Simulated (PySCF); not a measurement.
**Potential energy of LiBe⁻ along the bond**

Set-up: basis Li aug-cc-pVDZ, Be aug-cc-pVDZ; no relativity; PySCF 2.14. Energies in eV from Li⁻ + Be in their ground configurations at the same level. State: ¹Σ⁺ (singlet), closed shell.

```
R (Å)      LDA   r²SCAN
2.522  -0.6567  -0.4690
2.640  -0.6902  -0.5179
2.757  -0.7033  -0.5435
2.845  -0.7035  -0.5518
2.933  -0.6978  -0.5530
3.021  -0.6875  -0.5490
3.138  -0.6691  -0.5377
3.285  -0.6412  -0.5174
3.461  -0.6042  -0.4881
3.696  -0.5533  -0.4458
```

Put a parabola through the three lowest points of the LDA curve and estimate Re, k and ωe (reduced mass 3.945 u; 1 eV/Å² = 0.16022 mdyn/Å; ωe = 1302.8·√(k/μ) cm⁻¹).

Through R = 2.757, 2.845, 2.933 Å the second-order coefficient is 0.381 eV/Å², so Re ≈ 2.804 Å, k ≈ 0.122 mdyn/Å and ωe ≈ 229 cm⁻¹. A polynomial fit of higher order to the unrounded LDA energies gives Re = 2.803 Å, k = 0.142 mdyn/Å, ωe = 247 cm⁻¹; anharmonicity and rounding make the difference.

The higher-order fit for each curve: LDA: Re = 2.803 Å, ωe = 247 cm⁻¹, De = 0.70 eV; r²SCAN: Re = 2.906 Å, ωe = 226 cm⁻¹, De = 0.55 eV.

Closed-shell solutions of metal pairs were not tested for spin polarisation, which can lower them a little. For an ion De counts to the pair picked by the measured ionisation energies or electron affinities, which need not be the lowest pair at this level. The highest Kohn–Sham level is positive in this anion. Much of that is self-interaction error, but it also means that the finite basis helps to hold the extra electron.
